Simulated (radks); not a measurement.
The numbers below are computed, except where a source is named.
All-electron atom: Cu3+ in [Ar] 3d8. Level of theory: Dirac Kohn-Sham, HCTH/407, spin-unpolarised, spherical densities, finite nucleus; open shells fill j = l - 1/2 first; Fermi nuclear charge, rms radius 3.8823 fm (a radial shooting solver on a logarithmic mesh with Libxc functionals). Some entries of the table are withheld. Estimate them.

orbital  occ.  eigenvalue (eV)  r(max) (bohr)
1s1/2       2              (1)            (2)
2s1/2       2        -1111.191         0.1967
2p1/2       2        -980.3984         0.1563
2p3/2       4        -959.8926         0.1590
3s1/2       2        -161.5289         0.6118
3p1/2       2        -120.5049         0.6112
3p3/2       4        -117.8444         0.6190
3d3/2       4         -49.8267         0.5850
3d5/2       4         -49.4924         0.5877
4s1/2       0              (3)          1.846
4p1/2       0              (4)          2.116
4p3/2       0              (5)          2.137

Answer. 
(1) 1s1/2 eigenvalue (eV): -8891.066
(2) 1s1/2 r(max) (bohr): 0.03414
(3) 4s1/2 eigenvalue (eV): -34.4760
(4) 4p1/2 eigenvalue (eV): -26.2570
(5) 4p3/2 eigenvalue (eV): -26.0073
